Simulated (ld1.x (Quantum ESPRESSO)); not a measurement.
**Sn, TM: configuration errors across variants**

ld1.x (Quantum ESPRESSO) 7.5 input, shortened:

```
&input
   title='Sn', zed=50., rel=1, dft='WC', iswitch=3,
   config='[Kr] 4d10 5s2 5p1'
 /
 &inputp
   pseudotype=2, tm=.true., lloc=-1, rcloc=1.10,
   nlcc=.true., new_core_ps=.true., rcore=1.15
 /
3
5S  1  0   2.00   0.00  1.45  1.45  0.0
5P  2  1   1.00   0.00  1.90  1.90  0.0
4D  3  2  10.00   0.00  1.45  1.45  0.0
 &test
   configts(1)='4d10 5s2 5p1'
 /
```

All-electron excitation energies from the reference (eV): (1) 4d10 5s2 5p2 -6.904; (2) 4d10 5s2 5p0 13.985; (3) 4d10 5s1 5p0 45.030; (4) 4d9 5s2 5p2 25.735; (5) 4d10 5s1 5p2 7.709; (6) 4d10 5s0 5p4 7.370; (7) 4d10 5s2 5p2.3 -7.754.

A true bound ghost makes a file unfit for plane-wave use even where its test errors are small: the radial tests pick states by their node count and pass the ghost by.

Errors AE − PS in meV (a dash: test not solved or not reliable):

| change | (1) | (2) | (3) | (4) | (5) | (6) | (7) | bound ghosts |
| --- | --- | --- | --- | --- | --- | --- | --- | --- |
| base | +1.9 | -4.8 | -12 | -170 | -6.3 | -30 | +2.5 | s, p |
| wave 4d (bound): rc 1.45 bohr becomes 4d (bound): rc 0.92 bohr | +1.9 | -4.9 | -12 | -172 | -6.0 | -29 | +2.4 | s, p |
| wave 4d (bound): rc 1.45 bohr becomes 4d (bound): rc 1.10 bohr | +1.9 | -4.9 | -12 | -173 | -6.1 | -29 | +2.5 | s, p |
| wave 4d (bound): rc 1.45 bohr becomes 4d (bound): rc 1.22 bohr | +1.9 | -4.9 | -12 | -173 | -6.2 | -29 | +2.5 | s, p |
| wave 4d (bound): rc 1.45 bohr becomes 4d (bound): rc 1.38 bohr | +1.9 | -4.9 | -12 | -171 | -6.3 | -29 | +2.4 | s, p |
| wave 4d (bound): rc 1.45 bohr becomes 4d (bound): rc 1.48 bohr | +1.9 | -4.8 | -12 | -169 | -6.3 | -30 | +2.5 | s, p |
| wave 4d (bound): rc 1.45 bohr becomes 4d (bound): rc 1.60 bohr | +2.0 | -4.8 | -12 | -164 | -6.5 | -30 | +2.5 | s, p |
| wave 4d (bound): rc 1.45 bohr becomes 4d (bound): rc 1.92 bohr | +2.0 | -4.6 | -10 | -122 | -7.2 | -33 | +2.5 | s, p |
| wave 4d (bound): rc 1.45 bohr becomes 4d (bound): rc 2.06 bohr | +2.1 | -4.5 | -9.6 | -102 | -7.5 | -35 | +2.5 | s, p |
| wave 4d (bound): rc 1.45 bohr becomes 4d (bound): rc 2.20 bohr | +2.1 | -4.1 | -7.8 | -62 | -8.1 | -37 | +2.6 | s, p |

**Question.** Give the same row for: wave 4d (bound): rc 1.45 bohr becomes 4d (bound): rc 1.78 bohr.

**Answer.** +2.0, -4.7, -11, -144, -6.9, -32, +2.5; bound ghosts: s, p.
